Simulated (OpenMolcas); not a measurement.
## V3+: CASPT2 settings compared

```yaml
Program: OpenMolcas 26.06
Basis: ANO-RCC-VTZP [6s5p3d2f1g]
Scalar_Hamiltonian: DKH3, point nucleus
Active_space: 2 electrons in 10 orbitals (3d 4d)
State_averaging: 2S+1 = 3 even, 10 roots; 2S+1 = 1 even, 15 roots
Spin-orbit_coupling: RASSI with atomic mean-field integrals over the reference wave functions, term energies averaged over their components
```

Methods on the same reference wave functions:
A. CASSCF
B. SS-CASPT2, IPEA 0.5 Eh, sigma2 regulariser 0.15 Eh (closed shells correlated: 3s 3p)
C. XMS-CASPT2, IPEA 0.2 Eh, no level shift (closed shells correlated: 3s 3p)
D. XMS-CASPT2, IPEA 0.4 Eh, no level shift (closed shells correlated: 2s 2p 3s 3p)

Energies in cm⁻¹ above 3d² ³F₂, the measured ground level; measured values from Sugar and Corliss, J. Phys. Chem. Ref. Data 7, 1191 (1978).

| Level | A | B | C | D | Measured |
| --- | --- | --- | --- | --- | --- |
| 3d² ³F₂ | 0.0 | 0.0 | 0.0 | 0.0 | 0.0 |
| 3d² ³F₃ | 328 | 330 | 329 | 329 | 325 |
| 3d² ³F₄ | 752 | 753 | 753 | 753 | 735 |
| 3d² ¹D₂ | 13524 | 10900 | 11420 | 11410 | 10959 |
| 3d² ³P₀ | 16052 | 13910 | 13760 | 13840 |  |
| 3d² ³P₁ | 16163 | 14030 | 13880 | 13950 | 13239 |
| 3d² ³P₂ | 16404 | 14260 | 14120 | 14190 | 13458 |
| 3d² ¹G₄ | 20818 | 18780 | 19020 | 19060 | 18391 |
| 3d² ¹S₀ | 49552 | 43490 | 44280 | 44170 | 42462 |

Deviations, from unrounded energies. A percentage is the sum of absolute deviations over the sum of measured energies, with the sign that they share, or ± where signs differ.

| Against measurement | Levels | A | B | C | D |
| --- | --- | --- | --- | --- | --- |
| mean absolute deviation (cm-1) | 7 | 2600 | 440 | 600 | 610 |
| fine structure of the ground term (%) | 2 | +1.8 | +2.2 | +2.1 | +2.1 |
| other terms of the ground configuration (%) | 5 | +18.2 | ±3.1 | +4.3 | +4.3 |

B lies closest to measurement on these levels and A furthest from it. The largest miss of B in the table is 3d² ¹S₀, by +1000 cm-1. The ranking rests on the paired levels alone, and a cruder setting can come out closer through cancelling errors.

Among B to D the level of the table that moves most is 3d² ¹S₀, by 790 cm-1 (lowest in B, highest in C). Moves below CASPT2's spread within the term are not significant.

The mean deviations of B to D differ by less than CASPT2's widest spread within a term (1200 cm-1), so their order carries little weight.

From A to B the spin-free energies of the other terms of 3d² shown, above ³F, scale by factors of 0.80 to 0.90, as is usual when dynamic correlation screens the repulsion within a d or f shell.

The lowest spin-free term lies below A's lowest term by 0.288 hartree in B, 0.296 hartree in C, 0.325 hartree in D.

CASPT2 breaks the degeneracy within a term, and the mean is taken; among the terms shown or strongly mixed into the levels shown the widest spread is 1200 cm-1 (3d² ³F, D). Active for correlation alone: 4d; no level in the range computed is led by a configuration that fills it, so any true level of that kind is missing. Without dynamic correlation excited terms often stand tens of per cent too high (terms of higher spin than the ground term too low), and those without a measured partner can miss by more than the paired ones (holds for A). Measured partners are found by configuration, term and J. A level has none where our copy of the source lacks it or the pairing is in doubt (some pairs that miss far off the trend of their configuration count as doubtful), and it then counts in no deviation. Levels of configurations outside the active space are missing.
